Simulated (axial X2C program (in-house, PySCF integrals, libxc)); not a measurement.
## NaAg⁺: from Re and ωe to a spectrum

A bond curve at the CCSD(T) level, 2c, was computed with an axial X2C code built on PySCF integrals (basis Ag dyall-cv3z [12s12p8d5f3g], Na dyall-cv3z [9s8p5d2f] (cores contracted in-house)) for the state Ω = 1/2 (⟨Sz⟩ = 0.50, ⟨Lz⟩ = 0.00 at HF). Its fit gives Re = 3.1537 Å, ωe = 109.1 cm⁻¹, ωexe = 0.743 cm⁻¹ and αe = 8.594e-04 cm⁻¹; the masses are 106.9051 and 22.9898 u. Two-component means X2C with spin–orbit coupling and atomic mean-field Coulomb and Gaunt terms.

Correlated methods: 11 electrons correlated (number of frozen shells: Ag 4 s, 3 p, 1 d; Na 2 s, 1 p), 301 virtual spin orbitals or spinors in MP2, 90 natural virtuals in coupled cluster.

(1) Find the reduced mass, Be and the force constant.

(2) A Morse curve ties αe to the other constants (Pekeris). How well does that hold?

(3) Estimate the centrifugal constant by the Kratzer relation.

(4) Estimate De from a Morse curve and compare with the computed well depth of 0.388 eV to Ag + Na+.

(5) Where do the fundamental and the first overtone lie?

One determinant describes the state; a PBE0 search over occupations chose it and may have missed a lower one. Dissociation energies refer to the lowest single-determinant-based atoms at the same level and basis. Coupled cluster ran in a truncated set of natural virtual spinors; the MP2 energy of the rest was added. (T) has no such correction and the atoms are truncated less, which lowers De at CCSD(T) by a hundredth of an eV or more. With the outer-core shells frozen, correlated bond lengths of heavy atoms tend to come out a few hundredths of an ångström too long.

Answers

(1) From the CCSD(T) values: μ = 18.9209 u. Be = 16.8576/(μ Re²) = 0.08958 cm⁻¹. k = 5.8918×10⁻⁷ μ ωe² = 0.133 mdyn/Å.

(2) αe(Morse) = 6Be²/ωe × (√(ωexe/Be) − 1) = 8.297e-04 cm⁻¹; the CCSD(T) curve gives 8.594e-04 cm⁻¹, a ratio of 0.97.

(3) D = 4Be³/ωe² = 2.42e-07 cm⁻¹.

(4) De(Morse) = ωe²/(4ωexe) = 0.497 eV against 0.388 eV computed, a ratio of 1.28. The extrapolation overshoots: the well softens faster than a Morse curve, or the lowest atomic limit lies below the one to which the curve heads.

(5) ν(1←0) = ωe − 2ωexe = 107.6 cm⁻¹; ν(2←0) = 2ωe − 6ωexe = 213.7 cm⁻¹.
